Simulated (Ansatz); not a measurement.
A search over several starts for the lowest SCF solution of Be₁₂⁺ at the given spin, in a small basis.

```yaml
crystal:
  periodic: [false, false, false]
  atoms:
    - {symbol: Be, position_ang: [-1.197347, -1.310002, 1.318322]}
    - {symbol: Be, position_ang: [0.083663, 1.398087, 0.095050]}
    - {symbol: Be, position_ang: [-0.372105, -1.057802, -0.846101]}
    - {symbol: Be, position_ang: [2.190521, 1.267284, -1.041584]}
    - {symbol: Be, position_ang: [2.015296, 0.337305, 0.840262]}
    - {symbol: Be, position_ang: [-1.531676, 0.746007, -1.109232]}
    - {symbol: Be, position_ang: [-2.628861, -0.744754, -0.120817]}
    - {symbol: Be, position_ang: [1.855274, -0.720110, -0.983027]}
    - {symbol: Be, position_ang: [0.857138, -1.464633, 0.825233]}
    - {symbol: Be, position_ang: [0.391469, 0.614168, -1.899250]}
    - {symbol: Be, position_ang: [-1.828493, 0.686581, 1.055320]}
    - {symbol: Be, position_ang: [0.165120, 0.247879, 1.865835]}
basis:
  gaussian: {orbitals: def2-SVP, initial_orbitals: start.molden}
total_charge: 1
magnetization: {spin_polarized: true, initial_magnetization: 1}
hamiltonian: {xc: pbe}
output: {orbitals: {seedname: orbitals}}
```

The file start.molden holds the orbitals of an earlier run on this structure, at another level or in another basis.

```sh
$ ansatz run in.yaml --threads 4 --pin off --events-out ev --progress --plain --max-ram 4787MiB
```

Shortened log:

```
Functional definition: PBE
1608 factors; their error is unknown
mean field evaluation 1: about -4690.7284 eV, gradient 9.4e1 eV
mean field evaluation 2: about -4724.0144 eV, gradient 5.2e1 eV
mean field evaluation 4: about -4777.1640 eV, gradient 2.1e1 eV
mean field evaluation 8: about -4791.5233 eV, gradient 7.3e-1 eV
mean field evaluation 16: about -4791.4098 eV, gradient 2.3e-5 eV
mean field evaluation 32: about -4791.5181 eV, gradient 1.1e0 eV
mean field evaluation 64: about -4791.4098 eV, gradient 4.0e-6 eV
mean field evaluation 96: about -4791.2176 eV, gradient 1.6e0 eV
mean field evaluation 128: about -4790.5809 eV, gradient 2.5e-1 eV
mean field evaluation 160: about -4791.3261 eV, gradient 6.7e-1 eV
mean field -4791.40982867 eV, -176.0810634694 hartree, gradient 5.1e-6 eV, S^2 0.775209; 11 other end points of the search recorded, 0 dependent functions left out
reference -4791.40988355 eV, -176.0810654862 hartree; 24, 23 occupied and 84, 85 virtual orbitals, 1608 factors
Total energy: -4791.40988355 eV, -176.0810654862 hartree
```

It took 19 s on 4 threads of Arm Neoverse V2 on a shared host.

Another isomer (doublet) lies 0.24 eV lower at PBE0/def2-TZVP; other spin states weren't run for this one.
